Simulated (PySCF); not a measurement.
## Structure from 2D NMR

Compound of formula C6H14BP. Correlations simulated from computed shifts and the bond graph:

HSQC (one-bond C–H):
| δH | δC |
| --- | --- |
| 8.18 | 129.5 |
| 1.03 | 28.5 |

HMBC (two and three bonds, from the bond graph):
| δH | δC |
| --- | --- |
| 8.18 | 129.5, 35.8 |
| 1.06 | 129.5, 35.8 |
| 1.03 | 35.8, 28.5 |

Carbons without hydrogens: δ 35.8.

Computational details: shielding tensors at KT3/pcSseg-1 (GIAO), coordinates at the PBE0-D3(BJ)/def2-SVP level, in PySCF 2.14 (in vacuum, non-relativistic Hamiltonian, a single conformation, equivalent nuclei averaged).

Referencing at the same level of theory: ¹H (31.32 ppm), ¹³C (182.31 ppm) vs TMS.

Exchangeable hydrogens are left out of these lists.

Q: Assemble the structure.

A: `[BH3-][P+]1(C(C)(C)C)C=C1`.

Numbering as in the mapped SMILES `[BH3-:1][P+:2]1([C:3]([CH3:4])([CH3:5])[CH3:6])[CH:7]=[CH:8]1` (H(Xn): hydrogen on atom n).

δC 129.5 is C7/C8, an alkene CH (δH 8.18). δC 35.8 is C3, a fully substituted sp3 carbon bonded to P. δC 28.5 is C4/C5/C6, a methyl carbon (δH 1.03). HMBC from δH 8.18 reaches the proton-free carbon C3. HMBC from δH 1.06 reaches the proton-free carbon C3. HMBC from δH 1.03 reaches the proton-free carbon C3.

The shifts were computed for this structure.

Hydrogens on boron are broadened and split by ¹¹B (spin 3/2, 80 %) and 10B (spin 3). Shifts are as computed, not scaled to solution data. Of 1309 compounds with measured shifts, 239 miss one by over three times the rms of a fit or turn the order of signals round; such compounds aren't used in these exercises.
